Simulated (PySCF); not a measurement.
Compound: C3H6O3S.
Atom-mapped SMILES: `[CH2:1]=[CH:2][S:3](=[O:4])(=[O:5])[O:6][CH3:7]` (hydrogens: H8, H9 on C1; H10 on C2; H11, H12, H13 on C7)

An MMFF94s structure was refined with PBE0-D3(BJ)/def2-SVP geometry optimisation, gas phase in PySCF. Its MMFF94s values:

```tsv
coordinate	MMFF94s
C1=C2	1.340 Å
C1–H8	1.087 Å
C1–H9	1.085 Å
C2–S3	1.735 Å
C2–H10	1.080 Å
S3=O4	1.449 Å
S3–O6	1.629 Å
O6–C7	1.414 Å
C7–H11	1.094 Å
C1–C2–S3	120.7°
C2–S3–O4	110.0°
C2–S3–O5	108.7°
C2–S3–O6	99.0°
S3–O6–C7	117.1°
O4–S3–O5	121.1°
O4–S3–O6	108.0°
O5–S3–O6	107.8°
C1–C2–S3–O4	-40°
C2–S3–O6–C7	180°
```

Q: How do these coordinates change at the PBE0-D3(BJ)/def2-SVP level?

A: 
```
 coordinate  PBE0-D3(BJ)/def2-SVP (Å or °)  change
      C2–S3                          1.758  +0.023
     C2–H10                          1.093  +0.013
      C1=C2                          1.328  -0.012
      O6–C7                          1.424  +0.010
      C1–H9                          1.093  +0.008
      C1–H8                          1.094  +0.007
     C7–H11                          1.101  +0.007
      S3–O6                          1.625  -0.004
      S3=O4                          1.452  +0.003
   S3–O6–C7                          115.0    -2.1
   C2–S3–O6                           97.1    -1.9
   C1–C2–S3                          119.6    -1.1
   O4–S3–O6                          108.9    +0.9
   O4–S3–O5                          120.2    -0.9
   O5–S3–O6                          108.4    +0.6
   C2–S3–O4                          110.6    +0.6
   C2–S3–O5                          109.2    +0.5
C1–C2–S3–O4                              3     +43
C2–S3–O6–C7                            176      -4
```

The energy falls by 0.142 eV over 9 energy and gradient evaluations, the largest force component goes from 0.0203 to 2.2e-04 Eh/bohr, and the atoms move by 0.432 Å rms after alignment. The bond that changes most is C2–S3 (alkene CH carbon to sulfonyl sulfur), which lengthens by 0.023 Å. Bonds longer at the end by more than 0.005 Å: 7 of 12; shorter: 1. Among the dihedrals that turn most is C1–C2–S3–O5, from -175° to -131°. Rotational constants go from 3473, 1946, 1714 to 3931, 1773, 1688 MHz.

The run used 132 basis functions and 69 SCF cycles in all. The force-field search had found conformers at 0.0, 0.1 kcal/mol (up to eight listed); the lowest was the start.

No frequency check. The numbers are those of one conformer.
